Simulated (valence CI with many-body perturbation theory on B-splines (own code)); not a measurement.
## How close is CI+MBPT for Te3+?

Level of theory: relativistic CI+MBPT: three valence electrons over a frozen Dirac-Fock core [Kr] 4d10, a basis of 11 s, 11 p, 9 d, 7 f, 5 g, 2 h, 1 i functions for each j, with the one-electron correlation potential Σ1, the two-electron term Σ2, the three-electron term Σ3, Breit, model QED; selected CI, second order for the rest, scaled by the run's own slope (own B-spline code, finite nucleus).

Set against measurement, 9 paired levels are off by 292 cm⁻¹ on average, the worst by 468. These come from a selection out of Moore, Atomic Energy Levels, vol. III, NSRDS-NBS 35 (1971 reprint of NBS Circular 467, 1958), an old analysis. Levels without a partner in it may be off by more.

Measured levels: Moore, Atomic Energy Levels, vol. III, NSRDS-NBS 35 (1971 reprint of NBS Circular 467, 1958). Pairs share parity and J, and are chosen by configuration, term and nearness in energy; levels without a clear partner are left out. The analysis is old, and some levels have since been revised. Energies in cm⁻¹ above the measured ground level. The last column is blank where CI alone has no clear partner.

```json
{"Computed label": "5s2 5p 2P°_1/2", "Label in the source": "5s2 5p 2P°", "Measured": "0", "Computed": "0.0", "Difference": "0", "CI alone, difference": "0"}
{"Computed label": "5s2 5p 2P°_3/2", "Label in the source": "5s2 5p 2P°", "Measured": "9223", "Computed": "9230.8", "Difference": "+8", "CI alone, difference": "-609"}
{"Computed label": "5s 5p2 2P_3/2", "Label in the source": "5s 5p2 2P", "Measured": "119956", "Computed": "120349.8", "Difference": "+394", "CI alone, difference": "+1880"}
{"Computed label": "5s2 5d 2D_3/2", "Label in the source": "5s2 5d 2D", "Measured": "127445", "Computed": "127839.4", "Difference": "+394", "CI alone, difference": "-1102"}
{"Computed label": "5s2 5d 2D_5/2", "Label in the source": "5s2 5d 2D", "Measured": "128216.5", "Computed": "128631.4", "Difference": "+415", "CI alone, difference": "-1446"}
{"Computed label": "5s2 6s 2S_1/2", "Label in the source": "5s2 6s 2S", "Measured": "133456", "Computed": "133923.6", "Difference": "+468", "CI alone, difference": "-3377"}
{"Computed label": "5s2 6p 2P°_3/2", "Label in the source": "5s2 6p 2P°", "Measured": "163959", "Computed": "164189.8", "Difference": "+231", "CI alone, difference": "-4113"}
{"Computed label": "5s2 6d 2D_3/2", "Label in the source": "5s2 6d 2D", "Measured": "202941.4", "Computed": "203109.6", "Difference": "+168", "CI alone, difference": "-4431"}
{"Computed label": "5s2 6d 2D_5/2", "Label in the source": "5s2 6d 2D", "Measured": "203352.8", "Computed": "203519.2", "Difference": "+166", "CI alone, difference": "-4448"}
{"Computed label": "5s2 7s 2S_1/2", "Label in the source": "5s2 7s 2S", "Measured": "205343.6", "Computed": "204956.3", "Difference": "-387", "CI alone, difference": "-3879"}
```

Over 9 excited levels the mean absolute difference is 292 cm⁻¹, the median 387 and the largest 468. For the 9 levels that pair on every rung the mean is CI alone 2809, + Σ1 3546, + Σ2 496, + Σ3 454, + Breit 301, + QED 292. The comparison draws on a selection of the measured levels: 10 of the 68 computed ones have a partner in it, and others may be off by more.
